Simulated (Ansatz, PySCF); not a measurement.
This Ansatz (an electronic-structure program) input computes a B3LYP/def2-TZVPD energy:

Ansatz 0.2 input:
```yaml
crystal:
  periodic: [false, false, false]
  atoms:
    - {symbol: Ge, position_ang: [-0.00000000, -0.00000000, -1.46005187]}
    - {symbol: Te, position_ang: [0.00000000, 0.00000000, 0.89849346]}
basis:
  gaussian:
    orbitals: def2-TZVPD
hamiltonian:
  xc: {name: B3LYP}
output: {forces: true}
```

### Question
Write an input for the same energy in PySCF and say what it gives.

### Answer

```python
from pyscf import gto, scf, dft

mol = gto.M(
    atom='''
    Ge   -0.00000000   -0.00000000   -1.46005187
    Te    0.00000000    0.00000000    0.89849346
    ''',
    basis='def2-tzvpd',
    ecp='def2-tzvp',
    charge=0,
    spin=0,
    verbose=4,
)

mf = dft.RKS(mol, xc='b3lyp').density_fit(auxbasis='def2-universal-jkfit')
mf.grids.level = 3
mf.conv_tol = 1e-9
mf.max_cycle = 100
mf.max_memory = 1500
mf.kernel()
if not mf.converged:
    mf = mf.newton()
    mf.kernel(mf.make_rdm1())
mf.analyze()
```
It gives -2345.20145 Eh, and Ansatz -2345.20139 Eh, a difference of 0.06 mEh, from the treatment of integrals and grids.
